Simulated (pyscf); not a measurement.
This saddle point was located with ωB97X-D3(BJ)/def2-SVP in PySCF.

```xyz
8

As    -0.1086    -1.2373     0.4918
As    -1.4373     0.6262     0.8776
H     -1.1768    -2.0472    -0.2314
H     -2.6824     0.1150     0.1731
As     0.4191     0.7620    -1.9843
H     -0.8634     1.3768    -0.5534
H      1.0111     0.8432    -0.6061
H     -0.7022    -0.2008    -1.7259
```
Charge 0, spin multiplicity 1.

Surface: singlet, charge 0. Lowest wavenumbers (cm⁻¹): 941i, 142, 175, 275, 334.

Q: Name the species on either side of this saddle.

A: `[AsH]=[AsH]` + `[AsH3]` ⇌ `[AsH2][AsH][AsH2]`, an addition across a multiple bond or ene-type step read from left to right: As–H broken and As–As, As–H formed. At ωB97M-D3(BJ)/def2-TZVP it lies +1.72 eV from the left side and +2.83 eV from the right (each side as separated species at their lowest minima found). From the product side, AsH₂• + •HAs–AsH₂ lies, by one bond made or cut, 0.73 eV under this saddle at ωB97M-D3(BJ)/def2-TZVP. This is the saddle that the search found; another between the same sides may lie lower. One closed-shell reference is unstable to symmetry breaking; treat the single-reference values with care. Elements up to Kr have no core potential and no relativistic terms here.
